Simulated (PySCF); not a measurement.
## Telling isomers of C5H5FO apart by NMR

- shieldings: GIAO PBE0/pcSseg-1
- geometry from GFN2-xTB
- couplings computed with B3LYP/pcJ-1 (spin–dipole term left out of most H,H and C,H couplings)
- run in PySCF 2.14
- a single conformation, averaged over atoms made equivalent by symmetry, fast rotation or ring inversion, relativity neglected, in vacuum

δ = σ(ref) − σ, references computed at the same level: TMS for ¹H, ¹³C. Multiplet labels drop J under 1 Hz and among equivalent protons, and merge close values. Unscaled 3J(H,H) run several per cent high. Splittings of carbon signals by F and P are missing where no couplings were computed. Where no couplings were computed, multiplicities follow the n + 1 count of equivalent neighbours, and m marks all less simple cases (inequivalent or close neighbours, rings, F or P nearby). One-bond C–F couplings are unscaled and too large by tens of Hz. Shifts are as computed. Against solution values, carbons near 30 ppm lie about +3 ppm off and those near 130 ppm about +5 ppm (rms about the fit 2.1 ppm; single classes can miss by 10 ppm). Of 1328 compounds with measured shifts, 309 miss one by over three times the rms of a fit or turn the order of signals round; such compounds aren't used in these exercises. Signals without a measured value on file couldn't be tested in this way; 1H shifts scatter by 0.2 ppm about their fit, and single ones miss by 0.5 ppm.

(1) Tabulate the signals of `C=CCC(F)=C=O`, `CC(=O)C1(F)C=C1`, `C=C(C)C(F)=C=O` and their relative energies.

(2) What is the quickest way to tell C=CCC(F)=C=O from CC(=O)C1(F)C=C1?

(3) What is the quickest way to tell CC(=O)C1(F)C=C1 from C=C(C)C(F)=C=O?

(4) What is the quickest way to tell C=CCC(F)=C=O from C=C(C)C(F)=C=O?

Answers

(1) 
```tsv
SMILES	carbon types	δC	δH	E rel. (kcal/mol)
C=CCC(F)=C=O	2×C 1×CH 2×CH2	255.2, 144.5, 123.7, 123.6, 39.5	6.73 (m, 1H), 5.52 (m, 1H), 5.45 (m, 1H), 3.26 (m, 2H)	8.2
CC(=O)C1(F)C=C1	2×C 2×CH 1×CH3	213.4, 121.8, 79.8, 31.8	7.12 (m, 2H), 2.61 (s, 3H)	8.6
C=C(C)C(F)=C=O	3×C 1×CH2 1×CH3	264.5, 135.8, 130.7, 114.8, 19.2	5.47 (d of quint, 1H), 5.14 (d of quint, 1H), 1.73 (dt, 3H)	0.0
```

Energies are electronic energies at PBE0/pcSseg-1 on these geometries, without zero-point or thermal terms, each for the one conformer computed, which needn't be the lowest.

(2) Count the carbon signals: 5 against 4. The first has a terminal =CH2 carbon at 123.6 ppm, the second a methyl carbon α to a carbonyl (CH3) at 31.8 ppm. Their most deshielded carbons lie at 255.2 and 213.4 ppm.

(3) Count the carbon signals: 4 against 5. The first has an alkene CH at 121.8 ppm, the second a terminal =CH2 carbon at 114.8 ppm. Their most deshielded carbons lie at 213.4 and 264.5 ppm. In the proton spectra the most deshielded non-exchanging signals are 7.12 (m, 2H) and 5.47 (d of quint, J = 2.6, 1.3 Hz, 1H).

(4) Both give the same number of carbon signals, but DEPT or the intensities differ. The first has an alkene CH at 144.5 ppm, the second an allylic methyl carbon (CH3) at 19.2 ppm. Their most deshielded carbons lie at 255.2 and 264.5 ppm. In the proton spectra the most deshielded non-exchanging signals are 6.73 (m, 1H) and 5.47 (d of quint, J = 2.6, 1.3 Hz, 1H).
